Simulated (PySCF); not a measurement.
## Correlation energy of Ar¹²⁺ (argon, charge +12)

[He] 2s2 2p2, high-spin 3P determinant. Calculation: PySCF 2.14, in an uncontracted even-tempered set (18 s from 1.6 bohr⁻², ratio 2.2; 11 p from 2 bohr⁻², ratio 2.2; 6 d from 10 bohr⁻², ratio 2.4; 5 f from 15 bohr⁻², ratio 2.4; 5 g from 22 bohr⁻², ratio 2.4); no relativity, point nucleus. Frozen: nothing; 6 electrons correlated; the 14 highest virtual orbitals of each spin left out.

MP2 pair energies summed by pair of shells (mhartree):

```tsv
pair	energy	share (%)
2s-2p	-62.38	34.4
2s-2s	-43.48	24.0
1s-1s	-39.39	21.7
1s-2p	-15.81	8.7
1s-2s	-10.90	6.0
2p-2p	-9.16	5.1
```

Total MP2 correlation energy: -181.11 mhartree.

Same-spin part -25.47 and opposite-spin part -155.65 mhartree; SCS-MP2 scales them by 1/3 and 6/5 to -195.27 mhartree.
